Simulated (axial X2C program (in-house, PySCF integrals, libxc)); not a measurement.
## Testing model relations on SbS⁺

A bond curve at the PBEsol level, two-component, was computed with an in-house relativistic program for diatomic molecules (basis Sb dyall-cv3z [11s12p8d4f1g], S dyall-av3z [9s8p3d2f] (cores contracted in-house)) for the state Ω = 0 (closed shell). Its fit gives Re = 2.1560 Å, ωe = 542.6 cm⁻¹, ωexe = 1.37 cm⁻¹ and αe = 4.930e-04 cm⁻¹; the masses are 120.9038 and 31.9721 u. Two-component means X2C with spin–orbit coupling and atomic mean-field Coulomb and Gaunt terms.

Find the reduced mass, Be and the force constant.

From the PBEsol values: μ = 25.2855 u. Be = 16.8576/(μ Re²) = 0.1434 cm⁻¹. k = 5.8918×10⁻⁷ μ ωe² = 4.39 mdyn/Å.

Estimate the centrifugal constant by the Kratzer relation.

D = 4Be³/ωe² = 4.01e-08 cm⁻¹.

Where do the fundamental and the first overtone lie?

ν(1←0) = ωe − 2ωexe = 539.9 cm⁻¹; ν(2←0) = 2ωe − 6ωexe = 1077.0 cm⁻¹.

A Morse curve ties αe to the other constants (Pekeris). How well does that hold?

αe(Morse) = 6Be²/ωe × (√(ωexe/Be) − 1) = 4.756e-04 cm⁻¹; the PBEsol curve gives 4.930e-04 cm⁻¹, a ratio of 0.96.

Give B0, the J = 1←0 line in GHz and the most populated J at 300 K (kT = 208.5 cm⁻¹).

B0 = Be − αe/2 = 0.1432 cm⁻¹; 2B0 = 8.585 GHz; J(max) ≈ √(kT/2B0) − 1/2 = 26.5, so J = 26.

The state is one determinant whose occupation by symmetry is held fixed; it was picked as the lowest of a PBE0 search that is not exhaustive.
